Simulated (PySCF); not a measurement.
UHF on Au²⁺ (gold, charge +2)

Configuration: [Xe] 4f14 5d9, 2D determinant. All numbers are calculated (PySCF 2.14, the spin-free X2C one-electron Hamiltonian (Gaussian nucleus), in x2c-TZVPPall (11s7p7d3f1g, 97 functions)).

```
Total energy                                                  : -19007.801645 hartree
One-electron energy                                           : -26005.7052 hartree
Hartree (Coulomb) energy                                      : 7361.6137 hartree
Exchange energy                                               : -363.7102 hartree
⟨S²⟩                                                          : 0.7614
⟨L²⟩                                                          : 6.054
Sum of ⟨r⟩                                                    : 40.32 bohr
Sum of ⟨r²⟩                                                   : 41.93 bohr²
Traceless quadrupole moment −½Σ⟨3z² − r²⟩ along its main axis : -0.586 e·bohr²
Langevin diamagnetic susceptibility                           : -33.2 ×10⁻⁶ cm³/mol
```

| shell | electrons | mean orbital energy (hartree) | spread (hartree) | rms radius, mean of both spins (bohr) |
| --- | --- | --- | --- | --- |
| 1s β | 1 | -2983.56283 | 0 | 0.0190 |
| 1s α | 1 | -2983.56264 | 0 | 0.0190 |
| 2s α | 1 | -532.60679 | 0 | 0.0768 |
| 2s β | 1 | -532.60126 | 0 | 0.0768 |
| 2p α | 3 | -462.42538 | 0.00634 | 0.0705 |
| 2p β | 3 | -462.41954 | 0.00074 | 0.0705 |
| 3s α | 1 | -128.85072 | 0 | 0.196 |
| 3s β | 1 | -128.84902 | 0 | 0.196 |
| 3p α | 3 | -108.07394 | 0.01089 | 0.198 |
| 3p β | 3 | -108.07187 | 0.00917 | 0.198 |
| 3d α | 5 | -84.85715 | 0.01214 | 0.182 |
| 3d β | 5 | -84.85203 | 0.01443 | 0.182 |
| 4s α | 1 | -29.94958 | 0 | 0.432 |
| 4s β | 1 | -29.94266 | 0 | 0.432 |
| 4p α | 3 | -22.99115 | 0.02219 | 0.460 |
| 4p β | 3 | -22.98404 | 0.01517 | 0.460 |
| 4d α | 5 | -14.27720 | 0.02829 | 0.492 |
| 4d β | 5 | -14.26633 | 0.02985 | 0.492 |
| 5s α | 1 | -5.50980 | 0 | 0.998 |
| 5s β | 1 | -5.45476 | 0 | 0.998 |
| 4f α | 7 | -4.61158 | 0.02582 | 0.545 |
| 4f β | 7 | -4.60458 | 0.01679 | 0.545 |
| 5p α | 3 | -3.57848 | 0.05562 | 1.14 |
| 5p β | 3 | -3.49990 | 0.04131 | 1.14 |
| 5d α | 5 | -1.25011 | 0.06980 | 1.60 |
| 5d β | 4 | -1.21202 | 0.04503 | 1.60 |

Spin-orbit coupling, absent here, splits the open shell strongly.

Densities and radii are taken from the X2C orbitals without a picture-change correction, which distorts them close to the nucleus.

Spin-orbit constants ζ (cm⁻¹) from the X2C one-electron operator on these orbitals: bare nucleus, nucleus screened by l(l+1)(2l+1)/3 electrons, and screened by the Breit-Pauli mean field of the electrons.

```
shell     bare  screened nucleus  mean field
   2p  9133000           8901000         n/a
   3p  2036000           1985000         n/a
   3d   316000            276000         n/a
   4p   484500            472200         n/a
   4d    66480             58070         n/a
   4f    13270              8566         n/a
   5p    76900             74950         n/a
   5d     6343              5540         n/a
```

To first order the Landé constant is A = -5540 cm⁻¹, so the lowest level has J = 5/2 and lies 0.687 eV below the centre of the term. First order in ζ underestimates the shift of the j = l − 1/2 level at high Z.
